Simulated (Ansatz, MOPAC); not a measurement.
Members of the series B-XY, Y = methyl; each row names its spin state. Gas-phase values, no solvent. One relaxed conformer stands for each flexible species; it need not be the lowest. Strings in code marks are SMILES.

Quantity: adiabatic spin-state energy, in eV. HF references are unrestricted for open shells and restricted for singlets. The restricted reference of `C[B-]C`, `C[B-]F`, `C[B-]Cl`, `C[B-]O` and `C[B-]N` is unstable towards unrestricted orbitals. Semi-empirical values (MOPAC) are differences of heats of formation. Levels without diffuse functions put anions too high.

Level 1: frozen-core CCSD(T)/aug-cc-pVDZ // B3LYP-D3(BJ)/def2-TZVPD (Ansatz, a program for electronic structure)
Level 2: CAM-B3LYP/aug-cc-pVTZ // B3LYP-D3(BJ)/def2-TZVPD (Ansatz)
Level 3: LDA/aug-cc-pVTZ // B3LYP-D3(BJ)/def2-TZVPD (Ansatz)
Level 4: PM7 // B3LYP-D3(BJ)/def2-TZVPD (MOPAC)

| species | level 1 | level 2 | level 3 | level 4 |
|---|---|---|---|---|
| `C[B-]O`: multiplicity 3 minus multiplicity 1 | 0.84 | 0.53 | 0.80 | 0.49 |
| `C[B-]F`: multiplicity 3 minus multiplicity 1 | 1.11 | ___ | 0.93 | 0.212 |
| `B[B-]C`: multiplicity 3 minus multiplicity 1 | ___ | 0.74 | ___ | 1.71 |
| `C[B-]N`: multiplicity 3 minus multiplicity 1 | 0.68 | 0.365 | ___ | 0.405 |
| `C[B-]Cl`: multiplicity 3 minus multiplicity 1 | 0.86 | 0.76 | 0.76 | 0.088 |
| `C[B-]C`: multiplicity 3 minus multiplicity 1 | 0.67 | 0.53 | ___ | ___ |

### Question
Fill in the missing entries.

### Answer

- `C[B-]F`: multiplicity 3 minus multiplicity 1, level 2: 1.02
- `B[B-]C`: multiplicity 3 minus multiplicity 1, level 1: 0.68
- `B[B-]C`: multiplicity 3 minus multiplicity 1, level 3: 0.94
- `C[B-]N`: multiplicity 3 minus multiplicity 1, level 3: 0.60
- `C[B-]C`: multiplicity 3 minus multiplicity 1, level 3: 0.54
- `C[B-]C`: multiplicity 3 minus multiplicity 1, level 4: 1.04
